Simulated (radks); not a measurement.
Numerical settings for the lead ion Pb2+, [Hg]. Calculated with a radial shooting solver on a logarithmic mesh with Libxc functionals: scalar-relativistic Kohn-Sham, r2SCAN, spin-unpolarised, spherical densities, finite nucleus; meta-GGA in the generalised Kohn-Sham scheme; Fermi nuclear charge, rms radius 5.5012 fm. The defaults (mesh step 0.008 in ln r, mesh end at 40 bohr or more with all orbitals vanishing there, Anderson mixing 0.5 over 9 steps, residual threshold near 1e-9 with the energy settled to 1e-9 hartree or 1e-11 of itself, here a cap of 76 iterations) give E = -20877.774 hartree and 6s at -27.648 eV in 12 iterations. Times are rough (one thread of a shared host). Changes against that run (0 stands for a change within the tolerance of the run):

[
 {"setting": "mesh step in ln r 0.05", "iterations": "12", "converged": "yes", "E (mhartree)": "-0.848", "e(6s) (meV)": "+0.0279", "CPU (s)": "0.02"},
 {"setting": "mesh step in ln r 0.012", "iterations": "12", "converged": "yes", "E (mhartree)": "-0.00755", "e(6s) (meV)": "0", "CPU (s)": "0.08"},
 {"setting": "mesh step in ln r 0.08", "iterations": "3", "converged": "no", "E (mhartree)": "diverged", "e(6s) (meV)": "-", "CPU (s)": "0.01"},
 {"setting": "mesh end (bohr) 20", "iterations": "12", "converged": "yes", "E (mhartree)": "0", "e(6s) (meV)": "0", "CPU (s)": "0.1"},
 {"setting": "mesh end (bohr) 400", "iterations": "12", "converged": "yes", "E (mhartree)": "0", "e(6s) (meV)": "0", "CPU (s)": "0.11"},
 {"setting": "residual threshold 1e-16", "iterations": "76", "converged": "no", "E (mhartree)": "0", "e(6s) (meV)": "+0.0146", "CPU (s)": "0.28"},
 {"setting": "residual threshold 0.01", "iterations": "10", "converged": "yes", "E (mhartree)": "0", "e(6s) (meV)": "+0.453", "CPU (s)": "0.09"},
 {"setting": "mixing 2.5", "iterations": "15", "converged": "yes", "E (mhartree)": "0", "e(6s) (meV)": "+0.0487", "CPU (s)": "0.14"},
 {"setting": "linear mixing, mixing 0.8", "iterations": "67", "converged": "yes", "E (mhartree)": "0", "e(6s) (meV)": "+0.0218", "CPU (s)": "0.53"},
 {"setting": "linear mixing, mixing 0.5", "iterations": "22", "converged": "yes", "E (mhartree)": "+0.00149", "e(6s) (meV)": "+0.0379", "CPU (s)": "0.16"},
 {"setting": "mixing history 2", "iterations": "14", "converged": "yes", "E (mhartree)": "0", "e(6s) (meV)": "+0.0368", "CPU (s)": "0.11"},
 {"setting": "iteration cap 3", "iterations": "3", "converged": "no", "E (mhartree)": "+337", "e(6s) (meV)": "-1.46e+03", "CPU (s)": "0.03"}
]

No run marked as converged misses the energy by more than 1 mhartree. A mesh that ends early acts as a hard wall.
